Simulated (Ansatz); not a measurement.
Calculated with Ansatz (gas phase, PBE0-D4/def2-TZVP geometries, no zero-point term in ΔE). CCSD(T)/CBS adds triple-zeta CCSD(T) − MP2 to the extrapolated MP2 energy (def2 sets, frozen cores). Double bonds are as drawn, so ΔE can hold a change between cis and trans. DFT in def2-TZVPP. B3LYP here is the variant with VWN-RPA as its local correlation; programs differ in this. One conformer a species, not always the lowest.

Reaction (formal exchange of groups at a B–C bond): `C/C=C\BCl` + `CS[SiH2]S` → `CS[SiH2]BCl` + `C/C=C/S`

`C/C=C\BCl`:

Z-matrix (Å, degrees):
```
C
C 1 1.484
H 1 1.095 2 110.0
H 1 1.095 2 110.0 3 -116.4
H 1 1.088 2 112.9 3 121.8
C 2 1.345 1 127.7 3 -121.8
H 2 1.091 1 114.3 3 58.2
B 6 1.526 2 124.9 1 0.0
H 6 1.088 2 116.6 1 -180.0
Cl 8 1.755 6 119.4 2 -180.0
H 8 1.192 6 125.0 2 0.0
```

`CS[SiH2]S`:

```xyz
10

C    -0.263    0.213    1.689
S     0.712   -1.009    0.766
Si   -0.040   -0.678   -1.187
S     0.214    1.330   -1.876
H    -0.140    1.207    1.259
H     0.117    0.213    2.710
H    -1.318   -0.060    1.701
H    -1.510   -0.868   -1.262
H     0.675   -1.659   -2.037
H     1.553    1.311   -1.762
```

`CS[SiH2]BCl`:

Z-matrix (Å, degrees):
```
C
S 1 1.816
H 1 1.090 2 111.0
H 1 1.090 2 106.7 3 118.4
H 1 1.089 2 111.2 3 -123.1
Si 2 2.127 1 99.5 3 59.4
B 6 2.020 2 115.3 1 65.4
H 6 1.489 2 105.9 1 -174.6
H 6 1.494 2 110.6 1 -57.4
Cl 7 1.738 6 121.9 2 1.4
H 7 1.195 6 122.2 2 -179.2
```

`C/C=C/S`:

Z-matrix (Å, degrees):
```
C
C 1 1.490
H 1 1.095 2 111.2
H 1 1.092 2 111.4 3 120.6
H 1 1.095 2 111.2 3 -118.8
C 2 1.328 1 124.0 3 -120.6
H 2 1.088 1 116.8 3 59.4
S 6 1.748 2 128.3 1 180.0
H 6 1.087 2 120.4 1 0.1
H 8 1.343 6 97.1 2 0.0
```

Problem. Is it downhill or uphill in electronic energy at CCSD(T)/CBS, and by how much? (An estimate is asked.)

Solution. The calculation gave: Uphill: ΔE = +1.62 eV.

Problem. What do these levels give: ωB97X-V, PBE, B3LYP, MP2/def2-TZVPP, SCS-MP2/def2-QZVPP, CCSD/CBS(def2)? (Best estimate.)

Solution. Computed: ωB97X-V 1.59, PBE 1.53, B3LYP 1.62, MP2/def2-TZVPP 1.69, SCS-MP2/def2-QZVPP 1.66, CCSD/CBS(def2) 1.63 eV.

Largest T1 diagnostic among the species: 0.012.

In def2-TZVPP, CCSD(T) changes the Hartree–Fock value by −0.14 eV (the triples alone add −0.01 eV) and MP2 by −0.05 eV. From PBE to PBE0 (25 % exact exchange), in def2-TZVPP and without D4, ΔE moves by +0.06 eV.
